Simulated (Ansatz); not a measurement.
Molecule: CH5BNO (charge 0, doublet). It need not be the lowest isomer of its formula. SMILES: CO[B]N
Coordinates optimised at B3LYP-D3(BJ)/def2-TZVP (Ansatz, an electronic-structure program):
```
O
B 1 1.3480
N 2 1.3984 1 127.56
H 3 1.0042 2 122.02 1 180.00
H 3 1.0112 4 113.57 2 -180.00
C 1 1.4304 2 122.08 3 0.00
H 6 1.0879 1 107.60 2 180.00
H 6 1.0932 7 109.04 1 120.31
H 6 1.0932 7 109.04 8 119.38
```
Charge 0, spin multiplicity 2.

Parts of the frozen-core correlation energy in cc-pVTZ (Ansatz, hartree). Frozen orbitals: 4; correlated occupied orbitals by spin: 12 and 11; virtual: 174 and 175. UHF or UKS for open shells. Spin-orbit coupling is left out. No relativistic terms.

| term | value |
|---|---|
| reference (HF) | -194.87138 |
| MP2 opposite-spin | -0.53036 |
| MP2 same-spin | -0.16916 |
| CCSD correlation | -0.72648 |
| (T) | -0.02788 |
| T1 diagnostic | 0.013 |
| largest doubles amplitude | 0.025 |
| <S^2> of the reference | 0.754 |
